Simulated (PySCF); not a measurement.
C2H5FO2Si, SMILES O=CC[Si@H](O)F. Atoms are numbered in the order given.

```xyz
11

O      1.3513    -0.9225    -1.3522
C      1.7558    -0.3124    -0.3841
C      0.9986    -0.2153     0.9119
Si    -0.8223     0.2021     0.5883
O     -1.3689    -0.8171    -0.5775
F     -0.8624     1.7529     0.0958
H      2.7352     0.2243    -0.4361
H      1.4856     0.4740     1.6175
H      0.9879    -1.2210     1.3726
H     -1.6689     0.1022     1.7935
H     -0.6518    -1.1018    -1.1744
```

Geometry optimised at B3LYP-D3(BJ)/def2-SVP. The structure was generated by enumeration; whether it is a known compound was not checked. One conformer was computed; it need not be the lowest.

The numbers are results of TDA-LC-ωPBE/def2-SVPD run with PySCF 2.14.0, not measurements.

Vertical excitations. The molecule is in vacuum.

```csv
state,energy (eV),λ (nm),f,main pairs
S1,4.37,284,0.001,HOMO→LUMO 89 %
S2,7.51,165,0.108,HOMO−1→LUMO 84 %
S3,8.18,152,0.010,HOMO→LUMO+1 71 %
S4,8.87,140,0.044,"HOMO−2→LUMO 68 %, HOMO−4→LUMO 14 %"
S5,9.05,137,0.044,"HOMO→LUMO+2 29 %, HOMO→LUMO+3 29 %, HOMO−1→LUMO+2 9 %, HOMO→LUMO+4 7 %"
S6,9.09,136,0.017,"HOMO−2→LUMO 25 %, HOMO−4→LUMO 21 %, HOMO−6→LUMO 12 %, HOMO→LUMO+2 9 %"
S7,9.19,135,0.138,"HOMO→LUMO+5 27 %, HOMO→LUMO+3 24 %, HOMO→LUMO+2 21 %, HOMO→LUMO+1 6 %"
S8,9.21,135,0.023,"HOMO→LUMO+4 38 %, HOMO−1→LUMO+4 17 %"
S9,9.42,132,0.024,"HOMO−1→LUMO+1 33 %, HOMO→LUMO+6 18 %, HOMO→LUMO+2 7 %, HOMO−1→LUMO+2 7 %"
S10,9.55,130,0.044,"HOMO−2→LUMO+2 24 %, HOMO−2→LUMO+1 20 %, HOMO−2→LUMO+3 13 %, HOMO−2→LUMO+4 11 %"
T1,3.72,334,0,HOMO→LUMO 89 %
T2,5.76,215,0,"HOMO−4→LUMO 36 %, HOMO−1→LUMO 34 %, HOMO−5→LUMO 9 %"
T3,7.35,169,0,"HOMO−1→LUMO 48 %, HOMO−4→LUMO 17 %, HOMO−5→LUMO 10 %"
T4,7.88,157,0,"HOMO→LUMO+1 65 %, HOMO→LUMO+3 11 %"
```
Triplets are in the Tamm–Dancoff approximation.
